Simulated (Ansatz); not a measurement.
GaH6NO2Si, SMILES `[NH2][GaH][O][SiH2]O`, relaxed with RKS PBE0-D4/def2-TZVP in Ansatz from a PBE-D4/def2-SVP geometry. The force threshold is 0.005 eV/Å; the program also tests the step.

Charge 0, multiplicity 1.

Start:

```xyz
11

N     0.521    1.691    0.807
Ga    0.068    1.476   -0.937
O    -0.350   -0.250   -1.349
Si   -0.604   -1.551   -0.349
O     0.198   -1.378    1.136
H     0.390    0.906    1.451
H     0.696    2.583    1.269
H     0.073    2.519   -2.090
H    -0.104   -2.784   -1.053
H    -2.048   -1.684    0.030
H     1.159   -1.529    1.086
```

Task: By how much does the energy fall, and how many steps does the optimiser take? (Best estimate.)

Result: Computed: 2.11 kcal/mol, in 8 steps.

Task: Which bonds change most? (Estimate.)

Result: The calculation gave: O3–Si4 from 1.661 to 1.618 Å; Si4–O5 from 1.697 to 1.655 Å; Ga2–O3 from 1.823 to 1.795 Å; Si4–H9 from 1.505 to 1.487 Å.

Task: Give the relaxed structure. (Estimate.)

Result: Computed: 
```xyz
11

N     0.486    1.766    0.808
Ga    0.067    1.468   -0.921
O    -0.332   -0.246   -1.276
Si   -0.583   -1.550   -0.351
O     0.211   -1.464    1.099
H     0.424    1.027    1.489
H     0.674    2.667    1.211
H     0.055    2.482   -2.085
H    -0.115   -2.750   -1.094
H    -2.015   -1.662    0.017
H     1.129   -1.738    1.103
```
